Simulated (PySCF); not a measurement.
Hf (hafnium, neutral) across methods

[Xe] 4f14 5d2 6s1 6p1, one real determinant (an excited configuration). All numbers are calculated (PySCF 2.14, scalar relativity through the core potential, in aug-cc-pwCVTZ-PP with ECP60MDF).

```tsv
method	E (hartree)	mean ε 6s α (eV)	mean ε 5d α (eV)	mean ε 6p α (eV)	Σ⟨r²⟩ (bohr²)	⟨S²⟩
wB97X-V	-48.3163	-8.972	-7.820	-4.570	67.24	6.001
PBE0	-48.3438	-7.107	-5.807	-3.010	67.38	6.001
r2SCAN	-48.3806	-6.503	-4.998	-2.493	67.25	6.002
PBE	-48.3691	-6.335	-4.709	-2.414	67.91	6.001
LDA	-48.2078	-6.542	-4.658	-2.446	67.93	6.000
UHF	-47.90493	-9.070	-8.687	-4.645	68.18	6.004
```

(1) Estimate the same row for HSE06.

⟨L²⟩ = 13.99 against 20 for a pure G term, so this real determinant mixes terms. Energies and moments cover only the electrons outside the core potential. Spin-orbit coupling, absent here, splits the open shell strongly.

Answers

(1) E (hartree) = -48.3446; mean ε 6s α (eV) = -6.728; mean ε 5d α (eV) = -5.412; mean ε 6p α (eV) = -2.644; Σ⟨r²⟩ (bohr²) = 67.64; ⟨S²⟩ = 6.001.
